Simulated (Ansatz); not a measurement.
## Ligand exchange: Y(CH3)3 + CH5BO3 → Y(CH3)2(OH) + C2H7BO2

Species: Y(CH3)3, singlet; CH5BO3 `COB(O)O`, singlet; Y(CH3)2(OH), singlet; C2H7BO2 `COB(C)O`, singlet. The partners trade CH3 for OH: Y–CH3 and B–OH bonds give way to Y–OH and B–CH3.

Shapes, held fixed at every level: PBE0-D4/def2-TZVP. Flexible molecules stand in one conformer, not always the lowest. Programs: Ansatz 0.2.0. Electronic energies: no zero-point or thermal term.

```json
{"level": "SPW92/def2-TZVPP", "kind": "LDA", "ΔE (kJ/mol)": "-80.7", "less CCSD(T)/def2-TZVPP": "+2.6", "CPU time (sum over the molecules)": "17 s"}
{"level": "BHLYP-D4/def2-TZVPP", "kind": "global hybrid", "ΔE (kJ/mol)": "-80.9", "less CCSD(T)/def2-TZVPP": "+2.4", "CPU time (sum over the molecules)": "38 s"}
{"level": "PBE0-D4/def2-TZVPP", "kind": "global hybrid", "ΔE (kJ/mol)": "-79.6", "less CCSD(T)/def2-TZVPP": "+3.7", "CPU time (sum over the molecules)": "35 s"}
{"level": "wB97M-V/def2-TZVPP", "kind": "range-separated hybrid", "ΔE (kJ/mol)": "-85.4", "less CCSD(T)/def2-TZVPP": "-2.1", "CPU time (sum over the molecules)": "2.3 min"}
{"level": "CCSD(T)/def2-SVP", "kind": "coupled cluster or CI", "ΔE (kJ/mol)": "-96.9", "less CCSD(T)/def2-TZVPP": "-13.6", "CPU time (sum over the molecules)": "77 s"}
{"level": "CCSD/def2-TZVPP", "kind": "coupled cluster or CI", "ΔE (kJ/mol)": "-81.9", "less CCSD(T)/def2-TZVPP": "+1.4", "CPU time (sum over the molecules)": "–"}
{"level": "CCSD(T)/def2-TZVPP", "kind": "coupled cluster or CI", "ΔE (kJ/mol)": "-83.3", "less CCSD(T)/def2-TZVPP": "0.0", "CPU time (sum over the molecules)": "31 min"}
```

The highest level, CCSD(T)/def2-TZVPP, gives ΔE = -83.3 kJ/mol; the levels span -96.9 to -79.6. The column of differences is taken from that level and isn't an error. No measured value is set beside it here. For atoms past krypton def2 sets carry core potentials with scalar relativity. Outer-core shells of Y are correlated, in sets that cover them unevenly. Times are processor times on shared x86 and Arm servers, and rough.
